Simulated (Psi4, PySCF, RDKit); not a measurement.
Relaxed torsion scan: SMILES CCc1cccc(C(F)(F)F)c1. Scanned: dihedral C1–C2–C3–C4; all other coordinates were relaxed at GFN2-xTB. Points at φ and −φ are mirror images. Heavy atoms are numbered in the order of the SMILES CCc1cccc(C(F)(F)F)c1, hydrogens after them in the order of the atoms that carry them; the mirror image has the same energies with the sign of each dihedral reversed.

Levels: UFF // GFN2-xTB (RDKit); RKS-B3LYP/6-31G* = restricted B3LYP/6-31G*, spherical d, density fitting // GFN2-xTB in PySCF; RHF/STO-3G = restricted Hartree-Fock/STO-3G // GFN2-xTB run with PySCF 2.14.0; PBE-D3(BJ)/def2-SVP // GFN2-xTB (Psi4).

Energies relative to the lowest point of each profile, in kcal/mol; the last columns give the difference from PBE-D3(BJ):

```csv
φ / °,UFF,RKS-B3LYP/6-31G*,RHF/STO-3G,PBE-D3(BJ)/def2-SVP,UFF − PBE-D3(BJ)/def2-SVP,RKS-B3LYP/6-31G* − PBE-D3(BJ)/def2-SVP,RHF/STO-3G − PBE-D3(BJ)/def2-SVP
-150,3.4,0.9,1.3,0.6,2.7,0.3,0.6
-120,1.1,0.3,0.4,0.3,0.7,0.0,0.0
-90,0.0,0.0,0.0,0.0,0.0,0.0,0.0
-60,1.1,0.3,0.4,0.4,0.7,-0.1,0.0
-30,3.3,1.0,1.3,0.8,2.5,0.2,0.5
0,4.0,0.9,1.4,0.5,3.5,0.4,0.9
30,3.3,1.0,1.3,0.8,2.5,0.2,0.5
60,1.1,0.3,0.4,0.4,0.7,-0.1,0.0
90,0.0,0.0,0.0,0.0,0.0,0.0,0.0
120,1.1,0.3,0.4,0.3,0.7,0.0,0.0
150,3.4,0.9,1.3,0.6,2.7,0.3,0.6
180,4.2,0.8,1.4,0.3,3.9,0.5,1.1
```

UFF is furthest from PBE-D3(BJ)/def2-SVP at 180 (3.9 kcal/mol, above); its mean absolute difference over the points is 1.7 kcal/mol.

RKS-B3LYP/6-31G* is furthest from PBE-D3(BJ)/def2-SVP at 180 (0.5 kcal/mol, above); its mean absolute difference over the points is 0.2 kcal/mol.

RHF/STO-3G is furthest from PBE-D3(BJ)/def2-SVP at 180 (1.1 kcal/mol, above); its mean absolute difference over the points is 0.4 kcal/mol.
